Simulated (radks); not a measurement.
Values are calculated unless marked as measured or tabulated.
Spherical jellium clusters: N electrons in a uniform positive sphere of charge N and radius rs N^(1/3), rs = 4.57 bohr. Level of theory: non-relativistic Kohn-Sham, LDA (Slater exchange, Perdew-Wang correlation), spin-polarised, spherical densities (a radial shooting solver with Libxc functionals). Levels are named by radial order and angular momentum (1s, 1p, 1d, 2s, ...), and open shells are averaged over m.

N = 18, configuration 1s2 1p6 1d10. This is the lowest configuration that the search found. Occupied and some empty levels:

| level | occupation | eigenvalue (eV) | <r> (bohr) |
|---|---|---|---|
| 1s | 2 | -4.2981 | 7.195 |
| 1p | 6 | -3.6195 | 8.754 |
| 1d | 10 | -2.8071 | 9.775 |
| 2s | 0 | -2.5280 | 8.008 |
| 1f | 0 | -1.8715 | 10.66 |
| 2p | 0 | -1.4198 | 9.854 |

Energy (eV): total -33.6575, kinetic 24.364, external -875.36, Hartree 434.56, exchange-correlation -58.902, background 441.68. Static polarisability (adiabatic kernel): 2199 bohr^3, against R^3 = 1718 for a classical metal sphere.

Electron density:

| r (bohr) | n(r) (e/bohr^3) |
|---|---|
| 0.380 | 0.001245 |
| 1.81 | 0.001383 |
| 3.25 | 0.001728 |
| 4.68 | 0.002260 |
| 6.11 | 0.002826 |
| 7.54 | 0.003122 |
| 8.98 | 0.002817 |
| 10.4 | 0.001901 |
| 11.8 | 0.0009036 |
| 13.3 | 0.0003144 |
| 14.7 | 0.00009196 |
| 16.1 | 0.00002422 |
| 17.6 | 5.937e-06 |
| 19.0 | 1.421e-06 |
